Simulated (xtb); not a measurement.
xtb input (GFN2-xTB):

```bash
xtb mol.xyz --gfn 2 --ohess tight --chrg -1 --uhf 0
```
mol.xyz:
```
13

Ge    -1.51522613     0.00247904    -0.02030643
C      0.36021781    -0.00140474    -0.02507971
C      1.19322278     0.29626373    -1.10112830
C      2.63725420     0.22429860    -0.84172756
C      2.68942608    -0.16973965     0.45698502
C      1.29140613    -0.34800007     1.08814247
H     -2.14043732     0.45585064    -1.36402789
H     -2.23169720    -1.36309697     0.31926096
H     -2.16327371     1.03498706     1.04516424
H      0.76368268     0.62493364    -2.09481910
H      3.56630501    -0.40885542     1.01024569
H      1.12749507    -1.41593544     1.45107734
H      1.17121410     0.27456472     1.96958541
```

End of the output:

```
   ------------------------------------------------------------------------

         :::::::::::::::::::::::::::::::::::::::::::::::::::::
         ::                  THERMODYNAMIC                  ::
         :::::::::::::::::::::::::::::::::::::::::::::::::::::
         :: total free energy         -16.198849987718 Eh   ::
         ::.................................................::
         :: total energy              -16.253119210018 Eh   ::
         :: zero point energy           0.086183691534 Eh   ::
         :: G(RRHO) w/o ZPVE           -0.031914469234 Eh   ::
         :: G(RRHO) contrib.            0.054269222300 Eh   ::
         :::::::::::::::::::::::::::::::::::::::::::::::::::::

optimized geometry written to: xtbopt.xyz

           -------------------------------------------------
          | TOTAL ENERGY              -16.253119210018 Eh   |
Note: The following floating-point exceptions are signalling: IEEE_UNDERFLOW_FLAG IEEE_DENORMAL
normal termination of xtb
          | TOTAL ENTHALPY            -16.158730936212 Eh   |
          | TOTAL FREE ENERGY         -16.198849987718 Eh   |
          | GRADIENT NORM               0.000169155152 Eh/α |
          | HOMO-LUMO GAP               1.464134633409 eV   |
           -------------------------------------------------

------------------------------------------------------------------------
------------------------------------------------------------------------
 total:
 SCF:
 ANC optimizer:
 analytical hessian:
```

It need not be the lowest isomer of its formula. Whether it binds its extra electron was not tested at this geometry.
